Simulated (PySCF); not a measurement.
C6H6. Atoms are numbered in the order given.

```xyz
12

C     -1.0668    -2.0573     0.0000
C     -0.2915    -1.1239     0.0000
C      0.6050    -0.0016     0.0000
C      1.9441    -0.1928     0.0000
C      0.0287     1.3548     0.0000
C     -1.2797     1.6424     0.0000
H     -1.7430    -2.8911     0.0000
H      2.3768    -1.1945     0.0000
H      2.6263     0.6611     0.0000
H      0.7648     2.1658     0.0000
H     -1.6294     2.6773     0.0000
H     -2.0348     0.8517     0.0000
```

Coordinates come from a B3LYP-D3(BJ)/def2-SVP optimisation. Other conformers were not sampled.

Calculation: HF/pcSseg-1 run with PySCF.

GIAO shieldings, no solvent; atoms listed in one row are averaged. δ = σ(ref) − σ: ¹³C against TMS (σ = 192.6 ppm); ¹H against TMS (σ = 31.99 ppm), references at their B3LYP-D3(BJ)/def2-TZVP geometries, non-relativistic.

Computed chemical shifts:
```tsv
nucleus	atoms	count	δ (ppm)
¹³C	C5	1	144.5
¹³C	C4	1	139.5
¹³C	C3	1	138.4
¹³C	C6	1	128.5
¹³C	C1	1	94.4
¹³C	C2	1	77.0
¹H	H10	1	6.66
¹H	H12	1	6.38
¹H	H8	1	6.31
¹H	H9	1	6.17
¹H	H11	1	5.88
¹H	H7	1	3.96
```
